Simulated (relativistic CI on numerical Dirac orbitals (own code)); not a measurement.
Calculated at this level of theory: Dirac-Coulomb-Breit CI, separate exchange-only KLI orbitals for each configuration, QED by a radiative potential, unscaled Slater integrals (own radial code, finite nucleus).

CI space (outside the closed core 1s2): 2s2 2p5, 2s 2p6, 2p6 3s, 2p6 3p, 2p6 3d, 2s2 2p4 3s, 2s2 2p4 3p, 2s2 2p4 3d, 2s 2p5 3s, 2s 2p5 3p, 2s 2p5 3d, 2s2 2p4 4s, 2s2 2p4 4p, 2s2 2p4 4d, 2s2 2p4 4f, 2s 2p5 4s, 2s 2p5 4p, 2s 2p5 4d, 2s2 2p3 3s2, 2s 2p5 4f, 2s2 2p3 3s 3p, 2s2 2p4 5s, 2s2 2p4 5p, 2s2 2p4 5d, 2s2 2p4 5f, 2s2 2p4 5g, 2s2 2p3 3s 3d, 2s2 2p3 3p2, 2s2 2p3 3p 3d, 2s 2p4 3s2, 2s2 2p3 3d2, 2s 2p4 3s 3p, 2s 2p4 3s 3d, 2s 2p4 3p2, 2s 2p5 5s, 2s 2p5 5p. Levels of other configurations are missing.

At this charge energies of transitions that change n are usually good to better than 1 %, and those within a shell (Δn = 0) to a few per cent.

Outline of the computed level scheme of I XLV. Lowest level of each configuration: 2s2 2p5 2P°_3/2 at 0.00 eV; 2s 2p6 2S_1/2 at 607.15 eV; 2s2 2p4 3s 4P_5/2 at 4146.44 eV; 2s2 2p4 3p 4P°_3/2 at 4230.10 eV; 2s2 2p4 3d 4D_3/2 at 4411.68 eV; 2s 2p5 3s 4P°_5/2 at 4713.35 eV.

Some strong electric-dipole decays among the lowest 45 levels: 2s2 2p4 3d 2D_5/2 → 2s2 2p5 2P°_3/2 (3.7e+14 s⁻¹); 2s2 2p4 3d 2P_3/2 → 2s2 2p5 2P°_3/2 (3.0e+14 s⁻¹); 2s2 2p4 3d 2D_5/2 → 2s2 2p5 2P°_3/2 (2.3e+14 s⁻¹); 2s2 2p4 3d 2P_1/2 → 2s2 2p5 2P°_3/2 (2.1e+14 s⁻¹); 2s2 2p4 3d 4F_5/2 → 2s2 2p5 2P°_3/2 (1.2e+14 s⁻¹); 2s2 2p4 3d 2D_3/2 → 2s2 2p5 2P°_3/2 (1.1e+14 s⁻¹); 2s2 2p4 3s 2P_3/2 → 2s2 2p5 2P°_3/2 (5.0e+13 s⁻¹); 2s2 2p4 3d 4P_1/2 → 2s2 2p5 2P°_3/2 (4.0e+13 s⁻¹).

LS names give the leading component of a level, which can be under half, so a name can repeat, a term be missing and a line seem to break the LS rules.
